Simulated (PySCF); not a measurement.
# Reading the logs of faulty runs: Ge2H4NO

Calculated results; nothing here was measured. The program is PySCF 2.14.0, an open-source quantum chemistry code, run on an isolated molecule that a program drew, which may never have been made. The molecule is Ge2H4NO (charge 0, doublet), drawn as the SMILES string `[O]=[GeH][NH][GeH2]`.

Each row is a Hartree-Fock (HF) and frozen-core CCSD(T) single point in the cc-pVDZ basis, meant for a local HF minimum. Run 1 is clean. Each other run has one planted mistake out of seven kinds, and not every kind appears here: one electron removed, one electron added, multiplicity raised by two, geometry at a saddle point, minimal basis STO-3G, one bond length entered in bohr, all coordinates scaled. The reference is restricted for singlets and unrestricted otherwise, and also for a bond in bohr. Adding or removing an electron swaps singlet and doublet. Electrons count all cores. HOMO and LUMO are orbital energies over both spins, the gradient is its largest component, and the lowest frequency (negative if imaginary) is given only where the gradient is small. Bond lengths are over the 7 bonds as drawn. T1 is the CCSD diagnostic: over 0.02 (restricted) or 0.045 (unrestricted) a single reference is doubtful. Germanium has the cc-pVDZ-PP basis, with a core potential (ECP10MDF) in place of its 10 inner electrons, and its 3s, 3p and 3d shells are frozen in CCSD(T).

Geometry of the clean run:
```xyz
8
Ge2H4NO, angstrom
O     1.1828   -2.0084    1.9344
Ge    1.5947   -0.4924    1.5434
N     0.7084    0.4760    0.3333
Ge   -0.7474   -0.0587   -0.7061
H     2.7461    0.3340    2.1024
H     1.0924    1.3797    0.1170
H    -1.6339   -0.9655    0.1506
H    -1.4654    1.2375   -1.1228
```

```
run  electrons  basis functions  <S^2>  HOMO (eV)  LUMO (eV)  gradient (hartree/bohr)  lowest frequency (cm^-1)  mean bond (Å)  longest bond (Å)      T1  HF (hartree)  CCSD(T) (hartree)             mistake
  1         83               94  0.754      -8.86       0.92                  2.4e-05                        77         1.5528             1.867  0.0240    -718.34074         -718.92451            no fault
  2         84               94  0.000      -0.78       6.40                  7.7e-02                         -         1.5528             1.867  0.0244    -718.33533         -718.94767  one electron added
  3         83               94  0.767      -7.22       1.67                  2.8e-05                     -1129         1.5402             1.846  0.0238    -718.31556         -718.90301                   ?
  4         83               94  3.782      -5.65       0.69                  1.6e-01                         -         1.5528             1.867  0.0317    -718.23199         -718.75928                   ?
```

**Which mistake was planted in run 3, and what did it cost?**

The gradient is small, so the point is stationary, but the lowest frequency is imaginary (-1129 cm^-1). So the mistake is: geometry at a saddle point. Subtracting run 1 and multiplying by 627.51 kcal/mol a hartree, the energy moved by 15.8 kcal/mol in HF and 13.5 kcal/mol in CCSD(T).

**Which mistake was planted in run 4, and what did it cost?**

Electrons, basis and geometry are unchanged, and <S^2> is 3.782, beside S(S+1) = 3.75 for a multiplicity of 4. So the mistake is: multiplicity raised by two. Subtracting run 1 and multiplying by 627.51 kcal/mol a hartree, the energy moved by 68.2 kcal/mol in HF and 103.7 kcal/mol in CCSD(T).

Cautions from the logs. Run 2: T1 is over the limit, so its CCSD(T) energy is less reliable.
